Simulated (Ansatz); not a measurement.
Relaxation of H₅NO₂Si (9 atoms, charge 0, multiplicity 1), to a largest force component of 0.03 eV/Å in at most 50 steps.

These are results of Ansatz 0.2.0, RKS B3LYP-D4/def2-SVP, not measurements.

```xyz
9
Properties=species:S:1:pos:R:3
Si 0.519 -0.106 0.194
H -1.887 0.281 -1.025
N 0.793 1.348 -0.382
H -1.351 0.738 -1.060
O 0.888 -1.612 -0.343
O -0.322 -0.325 1.589
H 1.376 1.534 -1.193
H 0.582 -2.353 0.198
H -0.597 0.494 2.022
```

**Question.** Where does it end, and by what steps?

**Answer.** The run converged. The force dipped under the threshold on the way, but the program's further checks kept it going. After 39 steps the energy has fallen by 0.208 eV; H8 moved furthest, 1.67 Å.

```json
{"step": "0", "energy less start (eV)": "0.0000", "largest force component (eV/Å)": "2.094", "accepted": "yes"}
{"step": "2", "energy less start (eV)": "-0.1465", "largest force component (eV/Å)": "0.073", "accepted": "yes"}
{"step": "4", "energy less start (eV)": "-0.1493", "largest force component (eV/Å)": "0.036", "accepted": "yes"}
{"step": "6", "energy less start (eV)": "-0.1529", "largest force component (eV/Å)": "0.161", "accepted": "yes"}
{"step": "8", "energy less start (eV)": "-0.1576", "largest force component (eV/Å)": "0.297", "accepted": "yes"}
{"step": "10", "energy less start (eV)": "-0.1638", "largest force component (eV/Å)": "0.321", "accepted": "yes"}
{"step": "12", "energy less start (eV)": "-0.1701", "largest force component (eV/Å)": "0.223", "accepted": "yes"}
{"step": "14", "energy less start (eV)": "-0.1741", "largest force component (eV/Å)": "0.182", "accepted": "yes"}
{"step": "16", "energy less start (eV)": "-0.1777", "largest force component (eV/Å)": "0.072", "accepted": "yes"}
{"step": "18", "energy less start (eV)": "-0.1770", "largest force component (eV/Å)": "0.293", "accepted": "no"}
{"step": "20", "energy less start (eV)": "-0.1803", "largest force component (eV/Å)": "0.049", "accepted": "yes"}
{"step": "22", "energy less start (eV)": "-0.1826", "largest force component (eV/Å)": "0.060", "accepted": "yes"}
{"step": "24", "energy less start (eV)": "-0.1851", "largest force component (eV/Å)": "0.073", "accepted": "yes"}
{"step": "26", "energy less start (eV)": "-0.1868", "largest force component (eV/Å)": "0.067", "accepted": "yes"}
{"step": "28", "energy less start (eV)": "-0.1880", "largest force component (eV/Å)": "0.237", "accepted": "yes"}
{"step": "30", "energy less start (eV)": "-0.1908", "largest force component (eV/Å)": "0.079", "accepted": "yes"}
{"step": "32", "energy less start (eV)": "-0.1931", "largest force component (eV/Å)": "0.174", "accepted": "yes"}
{"step": "34", "energy less start (eV)": "-0.1994", "largest force component (eV/Å)": "0.183", "accepted": "yes"}
{"step": "36", "energy less start (eV)": "-0.2027", "largest force component (eV/Å)": "0.426", "accepted": "no"}
{"step": "38", "energy less start (eV)": "-0.2079", "largest force component (eV/Å)": "0.036", "accepted": "yes"}
{"step": "39", "energy less start (eV)": "-0.2082", "largest force component (eV/Å)": "0.026", "accepted": "yes"}
```

```xyz
9
Properties=species:S:1:pos:R:3
Si 0.652 -0.434 0.053
H -2.352 1.649 -0.320
N 0.503 0.507 -1.220
H -1.696 1.479 -0.680
O 1.829 -1.462 0.553
O -0.531 -0.486 1.191
H 1.197 0.577 -1.958
H 1.677 -1.927 1.387
H -1.280 0.097 0.995
```

Time of the run: 25 s on 2 threads of AMD EPYC 9R45 96-Core Processor (Zen 5), with other jobs on the host, peak memory 0.18 GiB.
